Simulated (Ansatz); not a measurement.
One change: `C=CCC=C` becomes `C=C[CH2][AlH][CH3]`.

Ansatz, PBE0-D4/def2-TZVP geometries, multiplicity 1. Each molecule was computed in one conformer, which needn't be the lowest.

```csv
property,`C=CCC=C`
size of the dipole moment (ωB97M-V/def2-TZVPP) / D,0.12
LUMO energy (PBE/def2-TZVPP) / eV,-1.17
HOMO energy (B3LYP/def2-TZVPP) / eV,-7.16
LUMO energy (B3LYP/def2-TZVPP) / eV,-0.39
HOMO–LUMO gap (PBE/def2-TZVPP) / eV,5.11
HOMO energy (PBE0/def2-TZVPP) / eV,-7.38
```

**Question.** What does the change do to each property? (Estimate.)

**Answer.** Ansatz gave: 
```csv
property,`C=C[CH2][AlH][CH3]`,shift
size of the dipole moment (ωB97M-V/def2-TZVPP) / D,1.34,1.22
LUMO energy (PBE/def2-TZVPP) / eV,-1.50,-0.33
HOMO energy (B3LYP/def2-TZVPP) / eV,-6.50,0.66
LUMO energy (B3LYP/def2-TZVPP) / eV,-0.79,-0.40
HOMO–LUMO gap (PBE/def2-TZVPP) / eV,4.20,-0.91
HOMO energy (PBE0/def2-TZVPP) / eV,-6.70,0.68
```

With PBE0 the HOMO rises by 0.68 eV and the LUMO falls by 0.42 eV, so the gap narrows by about 1.10 eV. PBE moves the HOMO by 0.58 eV and ωB97M-V by 0.83 eV. The zero-point energy changes by -3.1 kJ/mol with +3 modes. Dipoles are sizes alone; their direction can turn.

Positive LUMOs are unbound, so they and the gaps depend on the basis.

B3LYP here is the variant with VWN-RPA as its local correlation; programs differ in this.
